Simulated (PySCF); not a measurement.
**Working out the ionisation energy of Nb⁺**

Nb⁺ [Kr] 4d4 (5D) → Nb²⁺ [Kr] 4d3 (4F). All numbers are calculated (PySCF 2.14, scalar relativity by spin-free X2C-1e, in x2c-TZVPPall with one added diffuse shell each of s, p, d, f type (9s7p7d3f1g, 95 functions)). Frozen: [Kr]. Energies in hartree (1 hartree = 27.21139 eV):

```tsv
part	Nb⁺ (lower)	Nb²⁺ (upper)
UHF	-3817.015506	-3816.535248
CCSD correlation	-0.040915	-0.018211
(T)	-0.000621	-0.000088
```

What does Hartree-Fock give?

(-3816.535248) − (-3817.015506) = 0.480258 hartree = 13.068 eV.

What do CCSD and CCSD(T) give?

The CCSD correlation energies differ by 0.022704 hartree = 0.618 eV and the triples by 0.000533 hartree = 0.015 eV, so CCSD gives 13.686 eV and CCSD(T) 13.701 eV.

A first-order spin-orbit estimate adds -0.052 eV to CCSD(T) (valence), giving 13.649 eV against 14.32 eV (semi-empirical (NIST evaluation); NIST Atomic Spectra Database, ionization energies).

What remains against the reference includes basis incompleteness, the frozen core and higher excitations.
